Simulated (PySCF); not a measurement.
C₂H₄F₂. Atoms are numbered in the order given.

```xyz
8

C     -1.3641     0.0873     0.0000
C      0.0706    -0.3506     0.0000
F      0.7071     0.1348    -1.0922
F      0.7071     0.1348     1.0922
H     -1.4052     1.1858     0.0000
H     -1.8769    -0.2914    -0.8946
H     -1.8769    -0.2914     0.8946
H      0.1928    -1.4491     0.0000
```

Geometry optimised at PBE0-D3(BJ)/def2-SVP.

Computed with B3LYP/def2-TZVPD (PySCF).

Mulliken values depend strongly on the basis, most of all with diffuse functions as here. ESP charges are fitted to the potential on shells at 1.4 to 2.0 van der Waals radii. Atomic charges (e):

| atom | ESP fit | Mulliken | IAO |
|---|---|---|---|
| C1 | -0.56 | -0.88 | -0.44 |
| C2 | 0.58 | 0.55 | 0.47 |
| F3 | -0.27 | -0.29 | -0.32 |
| F4 | -0.27 | -0.29 | -0.32 |
| H5 | 0.19 | 0.25 | 0.16 |
| H6 | 0.15 | 0.27 | 0.16 |
| H7 | 0.15 | 0.27 | 0.16 |
| H8 | 0.02 | 0.11 | 0.13 |
